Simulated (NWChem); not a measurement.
Species: GeHF$_{3}$; SMILES [F][GeH]([F])[F]

```xyz
5

Ge     0.0000     0.0000     0.2542
F      0.4102     1.5303    -0.3970
F      1.1202    -1.1204    -0.3970
F     -1.5304    -0.4099    -0.3970
H      0.0000     0.0000     1.7711
```
Atoms are numbered in this order, from 1.

Coordinates come from a PBE0/def2-SVP optimisation.

Problem. Give the principal values of the shielding tensors (ppm) of Ge1, F2 from PBE/pcSseg-1, GIAO (NWChem), with their diamagnetic and paramagnetic parts as GIAO splits them.

Solution. 
```csv
atom,σ11,σ22,σ33,isotropic,diamagnetic,paramagnetic
Ge1,1311.0,1311.0,1333.6,1318.5,2758.3,-1439.9
F2,219.0,260.8,391.6,290.5,477.1,-186.6
```
